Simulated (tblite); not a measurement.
C6H17P2 (charge +1).
Structure used (GFN2-xTB), in Å, numbered top down from 1:
```xyz
25
C6H17P2 angstrom
C     -2.6766    0.0567    0.6469
C     -1.4555   -0.5044   -0.0756
C     -1.8347   -1.0653   -1.4427
P     -0.2249    0.8987   -0.3364
P      0.1990    1.2274    1.7927
C      1.3722    0.0309   -0.8073
C      1.7985   -1.1108    0.1070
C      2.4724    1.0829   -0.9365
H     -3.1298    0.8656    0.0772
H     -2.4171    0.4342    1.6409
H     -3.4240   -0.7237    0.7725
H     -1.0077   -1.2991    0.5304
H     -2.2315   -0.2822   -2.0864
H     -0.9813   -1.5236   -1.9383
H     -2.6023   -1.8275   -1.3288
H     -0.6010    2.2471    2.2582
H      1.4414    1.7584    2.0538
H      0.0721    0.2977    2.8084
H      1.1736   -0.3707   -1.8090
H      2.7412   -1.5211   -0.2501
H      1.0758   -1.9224    0.1206
H      1.9583   -0.7560    1.1297
H      2.7615    1.4785    0.0370
H      2.1518    1.9106   -1.5662
H      3.3576    0.6421   -1.3888
```

Computed values, GFN2-xTB/tblite, gas phase, harmonic and unscaled. Against measured fundamentals such values can be off by several per cent, at times by over 20. Modes of hydrogen on phosphorus can be 10 to 20 % off. One conformer, not necessarily the lowest.

Harmonic wavenumbers (cm⁻¹): 35.9, 65.5, 116.1, 148.8, 153.6, 174.1, 201.8, 207.0, 224.5, 245.4, 256.5, 284.0, 318.9, 335.9, 373.7, 394.5, 411.6, 448.3, 512.0, 626.8, 652.8, 920.2, 921.0, 934.6, 941.6, 951.1, 972.0, 975.0, 1028.2, 1036.7, 1048.1, 1071.5, 1119.9, 1134.5, 1152.5, 1157.7, 1216.1, 1224.7, 1270.2, 1277.3, 1406.7, 1411.0, 1422.0, 1423.0, 1462.3, 1465.6, 1477.2, 1478.6, 1482.8, 1486.2, 1490.9, 1495.5, 2349.5, 2423.1, 2435.5, 2908.6, 2912.6, 2948.4, 2950.3, 3007.9, 3028.7, 3032.3, 3032.5, 3033.4, 3035.9, 3043.0, 3045.6, 3048.9, 3050.3.

A = 1621, B = 1104, C = 818.3 MHz; mass 151.081 u (most abundant isotopes); point group C1, symmetry number 1.

Question: What is the zero-point energy?

Answer: ½Σν̃ = 46664 cm⁻¹ = 558.23 kJ/mol.

Question: What is S at 400 K and 1 bar for an ideal gas of classical rigid rotors and harmonic oscillators?

Answer: Translation 177.54, rotation 128.24, vibration 230.01: S = 535.8 J/(mol K).

Question: And Cp and H(400 K) − H(0)?

Answer: Cp = 257.23 J/(mol K), of which vibrations give 223.97 (their classical limit is 69 R = 573.7); H(400 K) − H(0) = 61.00 kJ/mol without the zero-point energy, 47.70 from vibrations.

Question: Blend soft modes into free rotors: weight 1/[1 + (100 cm⁻¹/ν̃)⁴] for the oscillator and the rest for a rotor with moment μB/(μ + B), μ = h/(8π²ν), B = 10⁻⁴⁴ kg m². What vibrational entropy results?

Answer: 215.67 J/(mol K) in place of 230.01, which changes −T·S at 400 K by +5.74 kJ/mol.

Question: How do the functions run with temperature in this model?

Answer: 
```csv
T (K),S (J/(mol K)),Cp (J/(mol K)),H − H(0) (kJ/mol),G − H(0) (kJ/mol),ln q(vib)
150,353.5,132.9,12.04,-40.98,4.01
250,433.5,183.4,27.91,-80.46,7.81
298.15,467.8,207.3,37.32,-102.16,9.61
600,656.4,339.1,121.05,-272.80,20.28
900,811.1,423.3,236.36,-493.64,29.95
```

q(vib) and H(0) count from the zero-point level.

Question: Which modes carry the vibrational entropy at 400 K?

Answer: 35.9 cm⁻¹: 25.34; 65.5 cm⁻¹: 20.35; 116.1 cm⁻¹: 15.63; 148.8 cm⁻¹: 13.61; 153.6 cm⁻¹: 13.35; 174.1 cm⁻¹: 12.34 J/(mol K); the other 63 give 129.37 together.

Question: What must be added to the electronic energy to get the Gibbs energy at 400 K and 1 bar?

Answer: ZPE + [H(400 K) − H(0)] − T·S = 558.23 + 61.00 − 214.32 = 404.91 kJ/mol.

Hindered rotation and anharmonicity are outside this model. Other conformers, if any are populated, would add a mixing term that is left out. The structure is chiral; the term R ln 2 for an equal mix with its mirror image is left out.

Time: 2.1 s. Hardware: one thread of an Arm Neoverse N1, no GPU, on a shared host. The figure is for the frequency step alone.
